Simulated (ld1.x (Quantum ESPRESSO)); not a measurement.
Results of a calculation; reference values are marked as such.
Hardness and transferability of assorted potentials

Generated with ld1.x 7.5 (TM, RRKJ, ultrasoft, PAW), atompaw 4.2 or ONCVPSP 4.0.1. The cutoff is in Ry: for ld1.x and atompaw files where the sum of valence levels is converged to 10 mRy in a Bessel basis, for ONCV files where the hardest occupied wave has 1 mHa per electron of residual kinetic energy. The error is the largest all-electron minus pseudo excitation energy over each file’s own four to seven test configurations (ionisations up to +4, promotions, holes and added fractions of an electron), all of which were solved. The labels leave out finer settings (local radius, basis sizes, second energies), which also bear on the numbers. Spin-polarised tests are not counted. The rows are a selection from randomly drawn settings: files with unsolved tests, undetermined cutoffs or missed reference levels are left out.

A true bound ghost makes a file unfit for plane-wave use even where its test errors are small: the radial tests pick states by their node count and pass the ghost by.

```csv
element,potential,cutoff (Ry),largest error (meV),bound ghosts
Cu,"TM semilocal, LDA (PZ), scalar-relativistic, rc 2.15/2.00/1.25 (spd), local d, core correction no, reference 3d10 4s0 4p0",160,-461,none
Ge,"TM, PBE, scalar-relativistic, rc 1.90/1.50 (sp), local s, core correction yes, reference 4s2 4p1.5",35,-227,p
Nb,"PAW, PW91, scalar-relativistic, rc 3.45/3.60/2.80/4.10 (spdf), local smoothed, core correction yes, reference 4d4 5s0.75 5p0.25",12,-83,none
Nb,"TM, LDA (PZ), scalar-relativistic, rc 2.40/4.15/1.60 (spd), local smoothed, core correction no, reference 4d4 5s0.75 5p0.25",40,-38,none
Sm,"TM, PBE, scalar-relativistic, rc 2.25/2.45/2.60 (spd), local d, core correction yes, reference 5s2 5p6 5d0 6s0 6p0",21,-677,none
Hg,"PAW, PBEsol, scalar-relativistic, rc 2.55/3.50/2.40/2.70 (spdf), local smoothed, core correction yes, reference 5d10 6s2 6p0",18,-78,none
```

Problem. Fill in the row for P: TM, PBE, scalar-relativistic, rc 1.10/1.40/1.30 (spd), local d, core correction yes, reference 3s2 3p3.

Solution. cutoff 70 Ry, largest error +337 meV, bound ghosts: s.
